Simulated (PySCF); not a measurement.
Cd(I)(Me) (CH₃CdI), SMILES [CH3][Cd][I].

The structure is a stationary point at B3LYP-D3(BJ)/def2-SVP. The def2 effective core potentials stand for the cores of Cd, I; spin–orbit coupling is left out.

All values below come from PySCF 2.14.0 with TDDFT-CAM-B3LYP/def2-SVPD.

Vertical excitations; the highest root listed may be one member of a degenerate set.  State labels are in the subgroup Cs.

```json
[
 {"state": "S1", "symmetry": "A'", "energy (eV)": "5.05", "λ (nm)": "246", "f": "0.023", "main pairs": "HOMO→LUMO (degenerate set)"},
 {"state": "S2", "symmetry": "A\"", "energy (eV)": "5.05", "λ (nm)": "246", "f": "0.023", "main pairs": "HOMO−1→LUMO (degenerate set)"},
 {"state": "S3", "symmetry": "A\"", "energy (eV)": "5.75", "λ (nm)": "216", "f": "0.000", "main pairs": "HOMO→LUMO+1 49 %, HOMO−1→LUMO+2 49 %"},
 {"state": "S4", "symmetry": "A'", "energy (eV)": "5.79", "λ (nm)": "214", "f": "0.000", "main pairs": "HOMO→LUMO+2, HOMO−1→LUMO+1 (degenerate set)"},
 {"state": "S5", "symmetry": "A\"", "energy (eV)": "5.79", "λ (nm)": "214", "f": "0.000", "main pairs": "HOMO−1→LUMO+2, HOMO→LUMO+1 (degenerate set)"},
 {"state": "S6", "symmetry": "A'", "energy (eV)": "5.90", "λ (nm)": "210", "f": "0.060", "main pairs": "HOMO−2→LUMO 37 %, HOMO−1→LUMO+1 29 %, HOMO→LUMO+2 29 %"},
 {"state": "S7", "symmetry": "A'", "energy (eV)": "6.18", "λ (nm)": "201", "f": "0.008", "main pairs": "HOMO−2→LUMO+2 (degenerate set)"},
 {"state": "S8", "symmetry": "A\"", "energy (eV)": "6.18", "λ (nm)": "201", "f": "0.008", "main pairs": "HOMO−2→LUMO+1 (degenerate set)"},
 {"state": "S9", "symmetry": "A'", "energy (eV)": "6.71", "λ (nm)": "185", "f": "1.057", "main pairs": "HOMO−2→LUMO 51 %, HOMO−3→LUMO 14 %, HOMO→LUMO+2 13 %, HOMO−1→LUMO+1 13 %"},
 {"state": "T1", "symmetry": "A'", "energy (eV)": "4.72", "λ (nm)": "263", "f": "0", "main pairs": "HOMO→LUMO (degenerate set)"},
 {"state": "T2", "symmetry": "A\"", "energy (eV)": "4.72", "λ (nm)": "263", "f": "0", "main pairs": "HOMO−1→LUMO (degenerate set)"},
 {"state": "T3", "symmetry": "A'", "energy (eV)": "4.80", "λ (nm)": "258", "f": "0", "main pairs": "HOMO−2→LUMO 93 %"},
 {"state": "T4", "symmetry": "A'", "energy (eV)": "5.49", "λ (nm)": "226", "f": "0", "main pairs": "HOMO→LUMO+2 47 %, HOMO−1→LUMO+1 47 %"}
]
```
Triplets are in the Tamm–Dancoff approximation, which puts them higher than full response would, so one can lie above its singlet here.
